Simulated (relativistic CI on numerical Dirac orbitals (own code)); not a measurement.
## Sb¹⁴⁺: sensitivity of the levels to the model

Base calculation: Dirac-Coulomb-Breit CI, orbitals from a KLI potential per configuration, QED by a radiative potential, unscaled Slater integrals.

Configuration list (outside the closed core [Ar] 3d10): 4s²4p⁶4d, 4s²4p⁵4d², 4s²4p⁶4f, 4s4p⁶4d², 4s²4p⁶5s, 4s²4p⁵4d4f, 4s²4p⁶5p, 4s4p⁶4d4f, 4s²4p⁶5d, 4s²4p⁵4d5s, 4s²4p⁶5f, 4s²4p⁶6s, 4p⁶4d³, 4p⁵4d⁴, 4p⁵4d³4f. Double excitations out of closed p, d and f shells are left out; levels of such configurations are missing from the list, as are those of other unlisted configurations, and high levels can miss mixing partners. These lack a partner that the ground configuration has and come out too high: 4s²4p⁵4d5s.

Variants: (1) valence Slater integrals scaled by 0.9; (2) QED terms removed; (3) Breit term removed. Shifts of the energy above 4s²4p⁶4d ²D3/2, in cm⁻¹, for the lowest level and the first level of each name with at least 55 % of one term (blank where a level changes its place among those of its configuration and J or its character, or is not in the variant):

| Level | Base | Δ(1) | Δ(2) | Δ(3) |
| --- | --- | --- | --- | --- |
| 4s²4p⁶4d ²D3/2 | 0 | 0 | 0 | 0 |
| 4s²4p⁶4d ²D5/2 | 15105 | +2 | -44 | +513 |
| 4s²4p⁵4d² ⁴D°1/2 | 552826 | +4831 | +148 | +1159 |
| 4s²4p⁵4d² ⁴D°3/2 | 556219 | +4615 | +145 | +1196 |
| 4s²4p⁵4d² ⁴D°5/2 | 563479 | +4539 | +125 | +1438 |
| 4s²4p⁵4d² ⁴D°7/2 | 573568 | +4095 | +109 | +1700 |
| 4s²4p⁵4d² ⁴G°9/2 | 582182 | +2982 | +123 | +1616 |
| 4s²4p⁵4d² ⁴G°11/2 | 585321 | +3403 | +100 | +1964 |
| 4s²4p⁵4d² ⁴P°5/2 | 590246 | +2421 | +111 | +1619 |
| 4s²4p⁵4d² ⁴P°1/2 | 606890 | +1150 | +107 | +1571 |
| 4s²4p⁵4d² ²D°5/2 | 610040 | +1148 | +88 | +1885 |
| 4s²4p⁵4d² ²F°7/2 | 611882 | +1824 | +79 | +1741 |
| 4s²4p⁵4d² ⁴F°9/2 | 613890 | +762 | +87 | +1979 |
| 4s²4p⁵4d² ²H°11/2 | 618741 | -321 | +112 | +1818 |
| 4s²4p⁵4d² ²P°1/2 | 630739 | -326 | +71 | +1984 |
| 4s²4p⁵4d² ²G°9/2 | 695297 |  | -29 | +2934 |
| 4s²4p⁵4d² ²S°1/2 | 705569 | -2904 | +6 | +2397 |
| 4s²4p⁶5s ²S1/2 | 766390 | -2306 | -738 | -47 |
| 4s²4p⁶5p ²P°1/2 | 908549 | -1554 | -140 | -430 |
| 4s²4p⁶5p ²P°3/2 | 937594 | -1667 | -191 | -20 |
| 4s4p⁶4d² ⁴F3/2 | 1042064 | +8015 | +1557 | +1220 |
| 4s4p⁶4d² ⁴F5/2 | 1048094 | +7950 | +1544 | +1446 |

At this charge energies of transitions that change n are usually good to better than 1 %, and those within a shell (Δn = 0) to a few per cent. Levels and lines within the n = 5 or 6 shells can be off by up to 10 % or somewhat more, and those that change n by about 2 %, since core polarisation is missing.

Ionisation energy from the two ground configurations alone: base 317.593 eV; Breit term removed 317.673 eV. The NIST ASD value (theoretical) is 317 eV.

LS names give the leading component of a level, which can be under half, so a name can repeat, a term be missing and a line seem to break the LS rules.
